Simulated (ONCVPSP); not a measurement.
**nickel: one change to an ONCV potential, before and after**

Ni, optimised norm-conserving Vanderbilt (ONCV), made with ONCVPSP 4.0.1 (PBEsol, scalar-relativistic). Core [Ne], reference 3s2 3p6 3d8 4s2. Waves: 3s+4s: rc 1.10 bohr, ncon 5, nbas 8, qcut 12.7 1/bohr, 3 projectors, debl 1.9 Ha; 3p: rc 1.20 bohr, ncon 4, nbas 8, qcut 13 1/bohr, 3 projectors, debl 1 Ha; 3d: rc 1.30 bohr, ncon 3, nbas 7, qcut 11.1 1/bohr, 3 projectors, debl 3.9 Ha. Local part: polynomial inside 0.70 bohr (lpopt 5, dvloc0 -1 Ha). Core correction: Teter function, fcfact 1.75, rcfact 1.5.

In the p channel the program set the typed energies aside and used -2.619, 0.250, 1.250 Ha.

Change: p: qcut 9.5.

Cutoffs: the cutoffs (Ha) at which the residual kinetic energy of the hardest occupied pseudo-wave falls to 1 and 0.1 mHa per electron; they do not see the model core or the augmentation charge, which bear on the density cutoff. Errors are all-electron minus pseudo energies relative to the spin-unpolarised reference configuration.

Problem. Predict the effect on cutoff, ghosts and configuration errors.

Solution. The potential gets neither clearly harder nor softer (61 Ha and 70 Ha → 61 Ha and 70 Ha); the s channel sets the loose cutoff, while the largest relative change is in p, which becomes softer; the errors of the 4 common tests hardly move; neither file shows a bound ghost.

| quantity | base | changed |
| --- | --- | --- |
| cutoff, loose | 61 Ha | 61 Ha |
| cutoff, tight | 70 Ha | 70 Ha |
| loose cutoff by channel | s 61 Ha, p 45 Ha, d 51 Ha | s 61 Ha, p 37 Ha, d 51 Ha |
| bound ghosts | none | none |
| GHOST(+) flags under 300 eV | none | none |
| error for 3s2 3p6 3d8 4s1, meV [ΔE 9.34 eV] | +0.8 | +0.7 |
| error for 3s2 3p6 3d8 4s0, meV [ΔE 26.60 eV] | +6.2 | +6.1 |
| error for 3s2 3p6 3d7 4s0, meV [ΔE 64.04 eV] | +8.1 | +7.8 |
| error for 3s2 3p6 3d9 4s1, meV [ΔE -1.61 eV] | +16 | +16 |
| s: phases at 1.12 bohr within 0.05 rad from the reference energy up to (Ha; the scan ends near 5) | to the end of the scan | to the end of the scan |
| p: phases at 1.22 bohr within 0.05 rad from the reference energy up to (Ha; the scan ends near 5) | to the end of the scan | to the end of the scan |
| d: phases at 1.32 bohr within 0.05 rad from the reference energy up to (Ha; the scan ends near 5) | to the end of the scan | to the end of the scan |
| rms error of d²Exc/dni dnj with the model core, mHa | 0.74 | 0.74 |
